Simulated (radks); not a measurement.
Values are calculated unless marked as measured or tabulated.
Trend from Mg2+ to Ar2+: ionisation energy by Delta-SCF between NIST ground configurations, and size. Code: a radial shooting solver on a logarithmic mesh with Libxc functionals. Model: non-relativistic Kohn-Sham, r2SCAN, spin-polarised, spherical densities, point nucleus; open shells are filled with parallel spins first; meta-GGA in the generalised Kohn-Sham scheme.

| species | configuration | configuration of the ion | IE (eV) | NIST (eV) | kind | -e(HOMO) (eV) | outermost | <r> outermost (bohr) |
|---|---|---|---|---|---|---|---|---|
| Mg2+ | [Ne] | [He] 2s2 2p5 | 81.532 | 80.144 | exp. | 68.013 (2p) | 2s | 0.695 |
| Al2+ | [Ne] 3s1 | [Ne] | 28.385 | 28.448 | exp. | 24.651 (3s) | 3s | 2.21 |
| Si2+ | [Ne] 3s2 | [Ne] 3s1 | 32.867 | 33.493 | exp. | 28.659 (3s) | 3s | 1.97 |
| P2+ | [Ne] 3s2 3p1 | [Ne] 3s2 | 29.972 | 30.203 | exp. | 24.935 (3p) | 3p | 1.96 |
| S2+ | [Ne] 3s2 3p2 | [Ne] 3s2 3p1 | 35.161 | 34.86 | semi-emp. | 29.382 (3p) | 3p | 1.75 |
| Cl2+ | [Ne] 3s2 3p3 | [Ne] 3s2 3p2 | 40.208 | 39.8 | semi-emp. | 33.770 (3p) | 3p | 1.59 |
| Ar2+ | [Ne] 3s2 3p4 | [Ne] 3s2 3p3 | 40.139 | 40.74 | semi-emp. | 33.899 (3p) | 3p | 1.48 |

Reference values: NIST Atomic Spectra Database (exp. = measured, semi-emp. = semi-empirical, theory = theoretical value adopted there). Open shells are spherical and high-spin; term and fine-structure splittings are not resolved.
